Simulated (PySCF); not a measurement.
SMILES [SiH3][SiH2]S (H6SSi2), CAM-B3LYP/def2-SVP optimised geometry.

```
9

Si     1.27    -0.50     0.00
Si    -1.07    -0.50     0.00
S     -1.81     1.52     0.00
H      1.78     0.16    -1.23
H      1.81    -1.89     0.07
H      1.76     0.26     1.19
H     -1.60    -1.28     1.16
H     -1.61    -1.10    -1.25
H     -1.16     1.89     1.12
```

Density from CAM-B3LYP/def2-TZVP in PySCF at that geometry.

Minimum of the electron density along straight lines between bonded atoms, close to the bond critical point (lines longer than 1.1 times the sum of covalent radii, or with two minima, are not listed):

| bond | length / Å | ρ at the minimum / e bohr⁻³ | ∇²ρ there / e bohr⁻⁵ | position (fraction from the first atom) |
|---|---|---|---|---|
| Si1–Si2 | 2.344 | 0.097 | -0.17 | 0.48 |
| Si2–S3 | 2.159 | 0.097 | 0.07 | 0.36 |
| Si1–H4 | 1.489 | 0.120 | 0.15 | 0.49 |
| Si1–H5 | 1.491 | 0.119 | 0.14 | 0.49 |
| Si1–H6 | 1.491 | 0.119 | 0.15 | 0.49 |
| Si2–H7 | 1.490 | 0.121 | 0.14 | 0.49 |
| Si2–H8 | 1.487 | 0.122 | 0.14 | 0.49 |
| S3–H9 | 1.350 | 0.211 | -0.60 | 0.64 |
